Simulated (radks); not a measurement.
Task: All-electron atom: Li I in [He] 4d1 (not the ground configuration). Calculated with a radial shooting solver on a logarithmic mesh with Libxc functionals: non-relativistic Kohn-Sham, LDA (Slater exchange, Perdew-Wang correlation), spin-polarised, spherical densities, point nucleus; open shells are filled with parallel spins first. Some entries of the table are withheld. Estimate them.

orbital,occ.,eigenvalue (Ry),<r^2> (bohr^2)
1s up,1,-4.25028,(1)
1s down,1,-4.25026,(2)
4d up,1,(3),(4)
4d down,0,(5),(6)

Result: 
(1) 1s up <r^2> (bohr^2): 0.4685
(2) 1s down <r^2> (bohr^2): 0.4684
(3) 4d up eigenvalue (Ry): -0.04218
(4) 4d up <r^2> (bohr^2): 446.0
(5) 4d down eigenvalue (Ry): -0.03436
(6) 4d down <r^2> (bohr^2): 468.1
